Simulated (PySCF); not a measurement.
## Towards the basis-set limit for SbN

State: ¹Σ⁺, singlet, closed shell. De refers to Sb + N. RHF-based CCSD(T) in PySCF 2.14 with Sb cc-pwCVDZ-PP with ECP28, N aug-cc-pVDZ and Sb cc-pwCVTZ-PP with ECP28, N aug-cc-pVTZ (frozen core orbitals: 5; scalar-relativistic core potentials). Correlation energies are extrapolated as n⁻³ (n = 2, 3), Hartree–Fock as (n+1)·exp(−9√n). CV is the change on freezing 4 orbitals instead, in Sb cc-pwCVTZ-PP with ECP28, N cc-pwCVTZ.

```csv
Level,Re (Å),ωe (cm⁻¹),ωexe (cm⁻¹),αe (cm⁻¹),De (eV)
CCSD(T)/DZ,1.8555,833.5,4.80,0.00270,3.045
CCSD(T)/TZ,1.8361,873.4,4.37,0.00252,3.502
HF/CBS,1.7646,1102.5,3.03,0.00182,-1.509
MP2/CBS,1.8925,672.1,8.33,0.00431,4.593
CCSD/CBS,1.8074,954.1,3.64,0.00220,2.918
CCSD(T)/CBS,1.8317,882.9,4.24,0.00247,3.655
CCSD(T)/CBS+CV,1.8304,884.7,4.22,0.00247,3.660
```

Problem. How much is left between CCSD(T)/TZ and the basis-set limit, and how much do the triples give at the limit?

Solution. CCSD(T)/CBS less CCSD(T)/TZ: -4.4 mÅ in Re, +9.5 cm⁻¹ in ωe and +0.153 eV in De. CCSD(T)/CBS less CCSD/CBS: +24.3 mÅ in Re, -71.2 cm⁻¹ in ωe and +0.737 eV in De.

Problem. What do the later terms add?

Solution. CV: -1.3 mÅ in Re, +1.8 cm⁻¹ in ωe and +0.005 eV in De, each against the row above.

The T1 diagnostic is 0.021, large enough to doubt a single reference. The open-shell atoms are computed with UHF. Spin–orbit coupling, excitations beyond (T) and corrections to the Born–Oppenheimer picture are left out, and spin–orbit coupling matters for open p, d or f shells this heavy.

The whole job (state search and all basis sets along the bond) took about 14 min on 4 threads of Arm Neoverse V1 (shared host), peak memory 4.6 GiB.
